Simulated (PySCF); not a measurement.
**Curvature of the energy in the electron number along the alkaline earths, charge +2**

Calculated with PySCF 2.14, in def2-SVP, non-relativistic, def2-SVP with the def2 core potential (28 electrons), ECP, def2-SVP with the def2 core potential (46 electrons), ECP: one orbital is emptied in steps, and each cell gives the departure of E from the straight line at half an electron, in eV (from a cubic fit). The exact functional gives zero.

```json
{"species": "Mg²⁺", "orbital": "2p beta", "LDA": "-3.93", "PBE": "-3.80", "r2SCAN": "-3.44", "PBE0": "-2.79", "BHandHLYP": "-1.79", "LC-wPBE": "-2.37", "wB97X": "-2.24", "UHF": "0.28"}
{"species": "Ca²⁺", "orbital": "3p beta", "LDA": "-2.19", "PBE": "-2.13", "r2SCAN": "-1.96", "PBE0": "-1.58", "BHandHLYP": "-1.04", "LC-wPBE": "-0.85", "wB97X": "-0.93", "UHF": "0.11"}
{"species": "Sr²⁺", "orbital": "4p beta", "LDA": "-1.71", "PBE": "-1.67", "r2SCAN": "-1.54", "PBE0": "-1.23", "BHandHLYP": "-0.78", "LC-wPBE": "-0.48", "wB97X": "-0.60", "UHF": "0.13"}
{"species": "Ba²⁺", "orbital": "5p beta", "LDA": "-1.38", "PBE": "-1.35", "r2SCAN": "-1.25", "PBE0": "-0.99", "BHandHLYP": "-0.63", "LC-wPBE": "-0.26", "wB97X": "-0.39", "UHF": "0.12"}
```

**Question.** How does the mean departure depend on the functional?

**Answer.** LDA -2.30 eV; PBE -2.24 eV; r2SCAN -2.05 eV; PBE0 -1.65 eV; BHandHLYP -1.06 eV; LC-wPBE -0.99 eV; wB97X -1.04 eV; UHF 0.16 eV. Semilocal functionals are convex (delocalisation error), Hartree-Fock is concave or straight, and exact exchange removes curvature roughly in proportion to its share, so among the functionals the range-separated hybrids usually come closest to zero.

No spin-orbit coupling is included.
